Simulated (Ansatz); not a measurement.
HF$_{4}$OW, charge +2, quartet, at a GFN2-xTB geometry of the parent state (such geometries of metal compounds can be far from the true shape) (the multiplicity is a formal guess) (core potentials on W); CAM-B3LYP/def2-SV(P) run with Ansatz (a program for electronic structure).

Input for Ansatz:
Ansatz 0.2 input:
```yaml
crystal:
  periodic: [false, false, false]
  atoms:
    - {symbol: W, position_ang: [0.00517043, 0.01064127, 0.00015456]}
    - {symbol: F, position_ang: [1.57163266, -0.84182049, -0.33845170]}
    - {symbol: F, position_ang: [-0.58071913, 0.17421454, 1.71045465]}
    - {symbol: F, position_ang: [-1.08889765, 0.46594466, -1.37493200]}
    - {symbol: F, position_ang: [-0.77847316, -1.60217707, -0.02327098]}
    - {symbol: O, position_ang: [0.78657628, 1.61885412, 0.02351321]}
    - {symbol: H, position_ang: [1.21289358, 2.49625856, 0.03625716]}
basis:
  gaussian:
    orbitals: def2-SV_P_.json
hamiltonian:
  xc: cam_b3lyp
total_charge: 2
magnetization: {spin_polarized: false, initial_magnetization: 3}
```
The basis file holds def2-SV(P) in the JSON format of the Basis Set Exchange.

### Question
What does Ansatz print? Leave out banner, timings and long lists.

### Answer

```
Functional definition: CAM-B3LYP
1001 factors; integrals over basis functions are off by at most 4.6e-4 eV
270 factors; integrals over basis functions are off by at most 3.4e-5 eV
mean field evaluation 1: about -14684.4094 eV, gradient 1.2e2 eV
mean field evaluation 2: about -14684.5508 eV, gradient 1.2e2 eV
mean field evaluation 4: about -14683.8448 eV, gradient 1.0e2 eV
mean field evaluation 8: about -14696.6879 eV, gradient 6.8e1 eV
mean field evaluation 16: about -14711.5738 eV, gradient 2.0e-1 eV
mean field evaluation 32: about -14711.7730 eV, gradient 1.8e-5 eV
mean field evaluation 64: about -14684.4094 eV, gradient 1.2e2 eV
mean field evaluation 96: about -14711.7644 eV, gradient 8.4e-1 eV
mean field evaluation 128: about -14684.3319 eV, gradient 8.7e1 eV
mean field evaluation 160: about -14711.7471 eV, gradient 3.8e-1 eV
mean field -14711.77300108 eV, -540.6476857919 hartree, gradient 7.0e-6 eV, S^2 3.750000; 9 other end points of the search recorded, 0 dependent functions left out
reference -14711.77314630 eV, -540.6476911285 hartree; 30, 27 occupied and 67, 70 virtual orbitals, 1001 factors
Total energy: -14711.77314630 eV, -540.6476911285 hartree
```
